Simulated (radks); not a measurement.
Values are calculated unless marked as measured or tabulated.
Coulomb parameter of the 4d shell of neutral cadmium in the model configuration [Kr] 4d8 5s2 5p2, as a second difference U = [E(n + 0.5) + E(n - 0.5) - 2 E(n)] / (0.5)^2 with all orbitals relaxed. "Bare": the charge of the atom changes with n. "Screened": the 5p shell takes up the change at fixed total charge, which measures U(4d,4d) + U(5p,5p) - 2 U(4d,5p). Code: a radial shooting solver on a logarithmic mesh with Libxc functionals. Model: Dirac Kohn-Sham, LDA (Slater exchange, Perdew-Wang correlation), spin-unpolarised, spherical densities, point nucleus; open shells are shared between the two j in proportion to 2j + 1.

case                  configuration  E - E(n) (eV)
start              [Kr] 4d8 5s2 5p2          0.000
bare +0.5        [Kr] 4d8.5 5s2 5p2         -9.857
bare -0.5        [Kr] 4d7.5 5s2 5p2         12.871
screened +0.5  [Kr] 4d8.5 5s2 5p1.5         -8.871
screened -0.5  [Kr] 4d7.5 5s2 5p2.5          9.911

U(bare) = 12.054 eV, U(screened by 5p) = 4.160 eV, against the Slater integral F0(4d,4d) = 20.577 eV with frozen orbitals. The step up makes a negative ion, whose loosely bound charge lowers the bare value.
